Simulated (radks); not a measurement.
These are the eigenvalues of the occupied orbitals of an atom or ion with whole-number occupations (eV). Calculated with a radial shooting solver on a logarithmic mesh with Libxc functionals: scalar-relativistic Kohn-Sham, PBE, spin-polarised, spherical densities, finite nucleus; Fermi nuclear charge, rms radius of each element as measured or else 0.836 A^(1/3) + 0.57 fm.

orbital  eigenvalue
1s up     -45015.82
1s down   -45015.82
2s up     -7317.472
2s down   -7317.437
2p up     -6534.911
2p down   -6534.886
3s up     -1594.764
3s down   -1593.340
3p up     -1348.986
3p down   -1347.568
3d up     -1011.871
3d down   -1010.771
4s up     -317.1346
4s down   -313.3998
4p up     -236.4952
4p down   -232.7451
4d up     -122.5726
4d down   -118.8025
5s up      -41.2907
5s down    -38.7683
5p up      -22.0459
5p down    -19.9519
6s up       -3.4547
4f up       -1.8940
5d up       -1.5080

Which element is it, and in what charge state? The configuration may be excited. Open shells, if any, are filled with parallel spins first.

Answer. Z = 61, promethium, charge 0: Pm in [Xe] 4f5 5d1 6s1. The list shows which subshells hold electrons but not how many an open one holds; the 1s level, -1654.3 hartree, gives Z - s = 57.5 by -(Z - s)^2/2, which with screening and relativity narrows Z to a few neighbours, and the depths of the outer levels then fix element, charge and occupations together.
